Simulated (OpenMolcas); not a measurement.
## Sn²⁺: effect of the active space

- Program: OpenMolcas 26.06
- Method: XMS-CASPT2 or its RAS form, IPEA 0.25 Eh, imaginary shift 0.1 Eh
- Basis: ANO-RCC-VTZP
- Scalar Hamiltonian: DKH2, point nucleus
- Spin-orbit coupling: RASSI with atomic mean-field integrals over the reference wave functions, term energies averaged over their components

A. 2 electrons in 4 orbitals (5s 5p); 2S+1 = 3 even, 3 roots; 2S+1 = 1 even, 7 roots; 2S+1 = 3 odd, 3 roots; 2S+1 = 1 odd, 3 roots; closed shells correlated: 4d; CASPT2 step about 1.4 core-seconds
B. 2 electrons in 9 orbitals (RAS2 5s 5p; RAS3 5d, at most 2 electrons); 2S+1 = 3 even, 3 roots; 2S+1 = 1 even, 7 roots; 2S+1 = 3 odd, 3 roots; 2S+1 = 1 odd, 3 roots; closed shells correlated: 4d; CASPT2 step of the order of 6 core-seconds

Energies in cm⁻¹ above 5s² ¹S₀, the measured ground level; measured values from Moore, Atomic Energy Levels, vol. III, NSRDS-NBS 35 (1971 reprint of NBS Circular 467, 1958).

```tsv
Level	A	B	Measured
5s² ¹S₀	0.0	0.0	0.0
5s 5p ³P°₀	55060	54800	53548
5s 5p ³P°₁	56480	56200	55196
5s 5p ³P°₂	59790	59510	59229
5s 5p ¹P°₁	80020	79790	79911
```

Deviations, from unrounded energies. A percentage is the sum of absolute deviations over the sum of measured energies, with the sign that they share, or ± where signs differ.

```json
{"Against measurement": "mean absolute deviation (cm-1)", "Levels": "4", "A": "870", "B": "670"}
{"Against measurement": "other configurations (%)", "Levels": "4", "A": "+1.4", "B": "±1.1"}
```

B lies closest to measurement on these levels. The largest miss of B in the table is 5s 5p ³P°₀, by +1200 cm-1. The ranking rests on the paired levels alone, and a cruder setting can come out closer through cancelling errors.

Between A and B the level of the table that moves most is 5s 5p ³P°₂, by 280 cm-1 (lowest in B, highest in A). Moves below CASPT2's spread within the term are not significant.

CASPT2 does not keep the components of a term degenerate, so their means are used; among the terms shown or strongly mixed into the levels shown the widest spread is 180 cm-1 (5s 5p ¹P°, A). Over all roots computed the reference weight is 0.81 to 0.94 in A; the roots of lowest weight are the least certain, and an intruder state may touch them. Active for correlation alone: 5d; no level in the range computed is led by a configuration that fills it, so any true level of that kind is missing (holds for B). Computed and measured levels are paired by configuration, term and J; levels that our copy of the source lacks, or whose pairing is in doubt (as where it misses far off the trend of its configuration), stay unpaired and out of the deviations. Levels of configurations outside the active space are missing. Levels that lie high or do not pair safely by name in every column are left out.

° marks odd parity.
